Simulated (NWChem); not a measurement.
BeNH2F; SMILES [NH2][Be][F]

```xyz
5

Be     0.0000     0.0000    -0.1005
F      0.0000     0.0000    -1.4865
N      0.0000     0.0000     1.4032
H      0.0000    -0.8244     1.9791
H      0.0000     0.8244     1.9791
```
Atoms are numbered in this order, from 1.

All runs: NWChem. Structure relaxed at the PBE0-D3(BJ)/def2-TZVP level.

For level PW6B95/def2-SVP:

| Item | Result |
|---|---|
| highest occupied level (eV) | -7.39 |
| orbital gap (eV) | 7.34 |

Question: How do the values read with level revPBE/def2-SVP instead?

Answer: 
| Property | Result |
|---|---|
| highest occupied level (eV) | -5.74 |
| orbital gap (eV) | 5.12 |
